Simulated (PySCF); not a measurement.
## Fractional electron number in Cu²⁺ (copper, charge +2)

The 3d beta orbital of [Ar] 3d9 is emptied in steps (occupation f), with all orbitals relaxed, ending at [Ar] 3d8. Calculation: PySCF 2.14, in def2-TZVPPD; the non-relativistic Hamiltonian (point nucleus). The exact energy is a straight line in f; departures are measured from the line between the end points of the same method.

| f | UHF (eV) | LDA (eV) | PBE (eV) |
| --- | --- | --- | --- |
| 1 | 0.000 | 0.000 | 0.000 |
| 0.75 | 0.717 | -1.739 | -1.682 |
| 0.5 | 0.911 | -2.346 | -2.263 |
| 0.25 | 0.653 | -1.778 | -1.711 |
| 0 | 0.000 | 0.000 | 0.000 |

| method | E(f=0) − E(f=1) (eV) | −ε at f=1 (eV) | −ε at f=0.5 (eV) |
| --- | --- | --- | --- |
| UHF | 34.291 | 38.307 | 34.120 |
| LDA | 38.283 | 29.119 | 38.179 |
| PBE | 37.587 | 28.708 | 37.509 |

Orbital energy along the path (eV):

```tsv
f	UHF	LDA	PBE
1	-38.307	-29.119	-28.708
0.75	-36.064	-33.563	-33.037
0.5	-34.120	-38.179	-37.509
0.25	-32.432	-42.952	-42.098
0	-30.962	-47.861	-46.776
```

Reference removal energy between the ground levels: 36.841 ± 0.012 eV (measured; NIST Atomic Spectra Database, ionization energies). The calculation has no spin-orbit coupling. The determinant left behind need not be the lowest term of the ion. UHF lacks correlation.
